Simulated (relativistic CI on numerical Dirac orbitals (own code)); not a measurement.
**Electric-dipole transitions in Ca III**

Calculated at this level of theory: Dirac-Coulomb-Breit CI, KLI orbitals optimised for each configuration, a model potential for QED, valence Slater integrals scaled by 0.85, P86 correlation energy added to each configuration (own radial code, finite nucleus).

Configuration list (outside the closed core [Ne]): 3s2.3p6, 3s2.3p5.3d, 3s2.3p5.4s, 3s.3p6.3d, 3s2.3p5.4p, 3s2.3p5.4d, 3s2.3p5.5s, 3s2.3p5.5p, 3s2.3p5.4f, 3s2.3p5.5d, 3s2.3p5.5f, 3s2.3p5.5g, 3s.3p6.4s, 3p6.3d2, 3p5.3d3, 3p5.3d2.4s, 3p5.3d2.4p, 3p5.3d2.4d, 3p5.3d2.5s. Double excitations out of closed p, d and f shells are left out; levels of such configurations are missing from the list, as are those of other unlisted configurations, and high levels can miss mixing partners. These lack a partner that the ground configuration has and come out too high: 3s2.3p5.5p, 3s2.3p5.4f, 3s2.3p5.5d, 3s2.3p5.5f, 3s2.3p5.5g.

| λ vac (nm) | Lower | Upper | A (s⁻¹) | E lower (cm⁻¹) | E upper (cm⁻¹) |
| --- | --- | --- | --- | --- | --- |
| 30.153 | 3s2.3p6 1S_0 [1] | 3s2.3p5.5s 1P°_1 [42] | 2.38e+09 | 0 | 331638 |
| 30.420 | 3s2.3p6 1S_0 [1] | 3s2.3p5.5s 3P°_1 [39] | 1.55e+09 | 0 | 328730 |
| 30.479 | 3s2.3p6 1S_0 [1] | 3s2.3p5.4d 3D°_1 [36] | 8.12e+08 | 0 | 328096 |
| 35.560 | 3s2.3p6 1S_0 [1] | 3s2.3p5.3d 1P°_1 [22] | 7.41e+10 | 0 | 281214 |
| 39.992 | 3s2.3p6 1S_0 [1] | 3s2.3p5.4s 1P°_1 [16] | 7.73e+09 | 0 | 250048 |
| 40.603 | 3s2.3p6 1S_0 [1] | 3s2.3p5.4s 3P°_1 [14] | 1.61e+09 | 0 | 246286 |
| 58.817 | 3s2.3p5.3d 3P°_2 [4] | 3s2.3p5.5f 3D_3 [94] | 1.17e+08 | 205912 | 375931 |
| 59.593 | 3s2.3p5.3d 3P°_0 [2] | 3s2.3p5.5f 3D_1 [78] | 2.43e+08 | 204459 | 372263 |
| 59.708 | 3s2.3p5.3d 3P°_1 [3] | 3s2.3p5.5f 3D_2 [79] | 2.84e+08 | 204932 | 372412 |
| 59.762 | 3s2.3p5.3d 3P°_1 [3] | 3s2.3p5.5f 3D_1 [78] | 1.89e+08 | 204932 | 372263 |
| 59.940 | 3s2.3p5.3d 3P°_2 [4] | 3s2.3p5.5f 3D_3 [80] | 3.05e+08 | 205912 | 372746 |
| 60.060 | 3s2.3p5.3d 3P°_2 [4] | 3s2.3p5.5f 3D_2 [79] | 1.05e+08 | 205912 | 372412 |
| 61.568 | 3s2.3p5.3d 3F°_3 [6] | 3s2.3p5.5f 3G_4 [96] | 3.01e+08 | 213663 | 376086 |
| 62.270 | 3s2.3p5.3d 3F°_4 [5] | 3s2.3p5.5f 3F_4 [91] | 1.45e+08 | 212556 | 373147 |
| 62.421 | 3s2.3p5.3d 3F°_4 [5] | 3s2.3p5.5f 3G_5 [81] | 1.02e+09 | 212556 | 372759 |
| 62.702 | 3s2.3p5.3d 3F°_3 [6] | 3s2.3p5.5f 3F_4 [91] | 8.85e+07 | 213663 | 373147 |
| 62.708 | 3s2.3p5.3d 3F°_3 [6] | 3s2.3p5.5f 1F_3 [90] | 1.38e+08 | 213663 | 373132 |
| 62.835 | 3s2.3p5.3d 3F°_3 [6] | 3s2.3p5.5f 1G_4 [82] | 5.60e+08 | 213663 | 372810 |
| 67.121 | 3s2.3p5.3d 3P°_1 [3] | 3s2.3p5.4f 3F_2 [65] | 8.08e+07 | 204932 | 353917 |
| 67.644 | 3s2.3p5.3d 3P°_2 [4] | 3s2.3p5.4f 3F_3 [62] | 2.91e+08 | 205912 | 353744 |
| 68.836 | 3s2.3p5.3d 3P°_0 [2] | 3s2.3p5.4f 3D_1 [53] | 6.52e+08 | 204459 | 349731 |
| 68.976 | 3s2.3p5.3d 3P°_1 [3] | 3s2.3p5.4f 3D_2 [54] | 7.50e+08 | 204932 | 349910 |
| 69.061 | 3s2.3p5.3d 3P°_1 [3] | 3s2.3p5.4f 3D_1 [53] | 5.05e+08 | 204932 | 349731 |
| 69.210 | 3s2.3p5.3d 3P°_2 [4] | 3s2.3p5.4f 3D_3 [56] | 8.66e+08 | 205912 | 350400 |
| 69.445 | 3s2.3p5.3d 3P°_2 [4] | 3s2.3p5.4f 3D_2 [54] | 2.73e+08 | 205912 | 349910 |
| 71.344 | 3s2.3p5.3d 3F°_3 [6] | 3s2.3p5.4f 3F_4 [64] | 4.74e+08 | 213663 | 353829 |
| 72.224 | 3s2.3p5.3d 3F°_4 [5] | 3s2.3p5.4f 3F_4 [61] | 2.12e+08 | 212556 | 351014 |
| 72.535 | 3s2.3p5.3d 3F°_4 [5] | 3s2.3p5.4f 1G_4 [57] | 6.00e+07 | 212556 | 350420 |
| 72.570 | 3s2.3p5.3d 3F°_4 [5] | 3s2.3p5.4f 3G_5 [55] | 1.69e+09 | 212556 | 350355 |
| 72.806 | 3s2.3p5.3d 3F°_3 [6] | 3s2.3p5.4f 3F_4 [61] | 2.02e+08 | 213663 | 351014 |
| 72.818 | 3s2.3p5.3d 3F°_3 [6] | 3s2.3p5.4f 3G_3 [60] | 2.11e+08 | 213663 | 350992 |
| 73.122 | 3s2.3p5.3d 3F°_3 [6] | 3s2.3p5.4f 1G_4 [57] | 9.02e+08 | 213663 | 350420 |
| 80.173 | 3s2.3p5.3d 1F°_3 [12] | 3s2.3p5.4f 3F_4 [64] | 1.11e+09 | 229098 | 353829 |
| 80.605 | 3s2.3p5.3d 3D°_3 [8] | 3s2.3p5.4f 3F_4 [61] | 1.28e+09 | 226953 | 351014 |
| 143.72 | 3s2.3p5.3d 1P°_1 [22] | 3s2.3p5.4f 1D_2 [59] | 1.12e+09 | 281214 | 350795 |
| 146.08 | 3s2.3p5.3d 3P°_0 [2] | 3s2.3p5.4p 3S_1 [17] | 7.48e+07 | 204459 | 272915 |
| 153.63 | 3s2.3p5.3d 3F°_3 [6] | 3s2.3p5.4p 3D_2 [19] | 3.20e+08 | 213663 | 278753 |
| 154.58 | 3s2.3p5.3d 3F°_3 [6] | 3s2.3p5.4p 3D_3 [18] | 4.08e+07 | 213663 | 278356 |
| 193.89 | 3s2.3p5.4p 3S_1 [17] | 3s2.3p5.4d 3P°_2 [30] | 5.44e+08 | 272915 | 324490 |
| 201.29 | 3s2.3p5.4p 3D_3 [18] | 3s2.3p5.5s 3P°_2 [35] | 3.87e+08 | 278356 | 328036 |
| 216.19 | 3s2.3p5.4p 3D_2 [19] | 3s2.3p5.4d 3F°_3 [32] | 8.83e+08 | 278753 | 325007 |
| 216.47 | 3s2.3p5.4p 3D_3 [18] | 3s2.3p5.4d 3F°_4 [31] | 1.04e+09 | 278356 | 324551 |
| 298.89 | 3s2.3p5.4s 3P°_2 [13] | 3s2.3p5.4p 3D_3 [18] | 2.70e+08 | 244899 | 278356 |
| 308.01 | 3s2.3p5.4s 3P°_1 [14] | 3s2.3p5.4p 3D_2 [19] | 1.59e+08 | 246286 | 278753 |
| 586.99 | 3s2.3p5.4d 3F°_4 [31] | 3s2.3p5.5p 3D_3 [45] | 7.42e+07 | 324551 | 341587 |

Terms are leading LS components. Brackets give the number of a level in order of energy, since labels repeat. The list gives strong lines, with weight on those to low levels, without lines whose two gauges differ by over a factor of 2.5, among the lowest 101 of 1048 levels, so that lines to higher ones, which can be the strongest, are missing, and without lines across small gaps between configurations, and without 154 lines that miss the measured interval by over 3.5 %, start from a term whose rates miss tabulated ones by over 60 %, have gauges far apart or, lacking measured levels, span too small a gap for the errors found; lines with a level outside our table were not tested and can miss by more. Levels whose partners in the same complex of configurations lie outside the list can be far off, and so can their lines. Rates are taken at the computed energies, electric ones in the length gauge.

For a near-neutral ion this model can misplace configurations by up to about 10,000 cm⁻¹ (more where the count of f electrons changes) and terms by 10 to 25 % of their spread. Rates follow the energies as ν³ (E1, M1) or ν⁵ (E2), so they and the lifetimes can be off by large factors. The fine structure of a lone outer electron comes out too small, for d and f at times inverted, and misplaced configurations move strength between like terms. 39 of the 51 excited levels that our extract of the measured tables holds in this range could be paired (the sources list more); they are missed by 1864 cm⁻¹ on average and 4606 at most, and levels without a partner can miss by more.

LS names give the leading component of a level, which can be under half, so a name can repeat, a term be missing and a line seem to break the LS rules.
